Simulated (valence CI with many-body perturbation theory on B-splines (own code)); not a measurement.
Results of a calculation; reference values are marked as such.
**Er46+: what the settings do**

Level of theory: valence CI with perturbative core correlation (CI+MBPT): four valence electrons over a frozen Dirac-Fock core [Ar], a basis of 6 s, 6 p, 5 d, 5 f, 1 g functions for each j, with the one-electron correlation potential Σ1, the two-electron term Σ2, the three-electron term Σ3, Breit, model QED; selected CI, second order for the rest, scaled by the run's own slope (own B-spline code, finite nucleus).

No measured spectrum was set against this ion. As an estimate, large intervals hold to a few tenths of a per cent, small ones and those within an open d or f shell to about a per cent. Only levels of the ground parity were solved; by the run's estimate the other parity begins above the list, which can be wrong where configurations are misplaced.

The reference run has the lowest level (3d3/2^4) J=0 and an ionisation energy of 3916.80 eV. Its largest variational space holds 8003 state functions.

Levels are named by their leading jj configuration (3d3/2^4 stands for four electrons in 3d with j = 3/2), which in mixed levels can hold well under half, so a name can repeat and another be missing. Letters in brackets count levels of one name in rising energy.

Changed runs:
A. size limit of the variational space 10000 → 1500; lowest core n in screening and Σ2 1 → 2
B. correlating orbitals by l 3 3 3 3 1 → 4 4 0 0 0; cutoff of virtual states (hartree) 9248 → 4170
C. Breit term on → off; QED terms on → off
D. start configuration 3d4 → 4d4 (bad on purpose)

Excitation energies of the reference run in cm⁻¹, and shifts in cm⁻¹:

| Level | Reference | A | B | C |
| --- | --- | --- | --- | --- |
| (3d3/2^3 3d5/2) J=1 | 327953 | +125 | -1256 | +9179 |
| (3d3/2^3 3d5/2) J=4 | 416462 | +295 | -293 | +18896 |
| (3d3/2^3 3d5/2) J=2 | 430216 | +228 | -346 | +13853 |
| (3d3/2^3 3d5/2) J=3 | 457164 | +280 | +10 | +14574 |
| (3d3/2^2 3d5/2^2) J=0 [a] | 719928 | +0.9 | -1342 | +16508 |
| (3d3/2^2 3d5/2^2) J=2 [a] | 730786 | +226 | -829 | +18466 |
| (3d3/2^2 3d5/2^2) J=4 [a] | 740926 | +262 | -1435 | +26342 |
| (3d3/2^2 3d5/2^2) J=3 [a] | 755511 | +246 | -1170 | +22190 |
| (3d3/2^2 3d5/2^2) J=5 | 785140 | +221 | -947 | +30909 |
| (3d3/2^2 3d5/2^2) J=6 | 806618 | +32 | -790 | +37389 |
| (3d3/2^2 3d5/2^2) J=1 | 816304 | +181 | -241 | +20386 |
| (3d3/2^2 3d5/2^2) J=4 [b] | 845429 | +368 | -143 | +29583 |
| Ionisation energy (eV) | 3916.80 | +0.00012 | -0.45 | +3.26 |

Run D: It gave no result: the start configuration must fill the lowest shells above the core. The program said: "4d is not the lowest shell of its kind above the core".
